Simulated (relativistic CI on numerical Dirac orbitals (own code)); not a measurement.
What each ingredient does to the levels of Br9+

Base calculation: Dirac-Coulomb-Breit CI, KLI orbitals optimised for each configuration, a model potential for QED, unscaled Slater integrals.

Configuration list (outside the closed core [Ne]): 3s2 3p6 3d8, 3s2 3p5 3d9, 3s2 3p4 3d10, 3s2 3p6 3d7 4s, 3s 3p6 3d9, 3s2 3p6 3d7 4p, 3s2 3p6 3d6 4s2, 3s2 3p6 3d7 4d, 3p6 3d10, 3s2 3p6 3d6 4s 4p, 3s2 3p6 3d7 5s, 3s2 3p6 3d7 4f, 3s2 3p6 3d6 4p2, 3s2 3p6 3d7 5p, 3s2 3p6 3d6 4s 4d, 3s2 3p6 3d7 5d, 3s2 3p6 3d6 4p 4d, 3s2 3p5 3d8 4s, 3s2 3p6 3d7 5f, 3s2 3p6 3d7 6s, 3s 3p5 3d10, 3s2 3p6 3d7 5g, 3s2 3p6 3d7 6p, 3s2 3p6 3d7 6d, 3s2 3p6 3d6 4d2, 3s2 3p5 3d8 4p, 3s2 3p5 3d7 4s2, 3s2 3p4 3d9 4s, 3s2 3p5 3d7 4s 4p, 3s2 3p4 3d9 4p, 3s2 3p5 3d8 4d, 3s2 3p5 3d7 4p2, 3s 3p6 3d8 4s, 3s2 3p4 3d9 4d, 3s 3p6 3d7 4s2, 3s 3p6 3d8 5s. Levels of other configurations are missing.

Variants: (1) P86 correlation estimate; (2) QED terms removed; (3) one mean potential for all configurations. Shifts of the energy above 3s2 3p6 3d8 3F_4, in cm⁻¹, for the lowest level and the first level of each name with at least 55 % of one term (blank where a level changes its place among those of its configuration and J or its character, or is not in the variant):

| Level | Base | Δ(1) | Δ(2) | Δ(3) |
| --- | --- | --- | --- | --- |
| 3s2 3p6 3d8 3F_4 | 0 | 0 | 0 | 0 |
| 3s2 3p6 3d8 3F_3 | 7538 | 0 | -27 | +9 |
| 3s2 3p6 3d8 3F_2 | 11408 | 0 | -33 | +8 |
| 3s2 3p6 3d8 1D_2 | 29973 | +5 | -10 | -36 |
| 3s2 3p6 3d8 3P_2 | 40579 | +6 | -36 | -27 |
| 3s2 3p6 3d8 3P_1 | 40852 | +8 | -27 | -29 |
| 3s2 3p6 3d8 3P_0 | 41491 | +8 | -25 | -32 |
| 3s2 3p6 3d8 1G_4 | 53058 | 0 | -23 | -53 |
| 3s2 3p6 3d8 1S_0 | 110584 | +16 | -29 | -132 |
| 3s2 3p6 3d7 4s 5F_5 | 762535 | +10110 | -423 | +8090 |
| 3s2 3p6 3d7 4s 5F_4 | 767349 | +10110 | -438 | +8169 |
| 3s2 3p6 3d7 4s 5F_3 | 771336 | +10110 | -452 | +8253 |
| 3s2 3p6 3d7 4s 5F_2 | 774028 | +10110 | -461 | +8295 |
| 3s2 3p6 3d7 4s 5F_1 | 775708 | +10110 | -465 | +8317 |

At this charge energies of transitions that change n are usually good to better than 1 %, and those within a shell (Δn = 0) to a few per cent. Terms inside the open d or f shell come out 10 to 20 % too wide with unscaled integrals.

Ionisation energy from the two ground configurations alone: base 261.159 eV; P86 correlation estimate 262.857 eV. The NIST ASD value (theoretical) is 261 eV.

LS names give the leading component of a level, which can be under half, so a name can repeat, a term be missing and a line seem to break the LS rules.
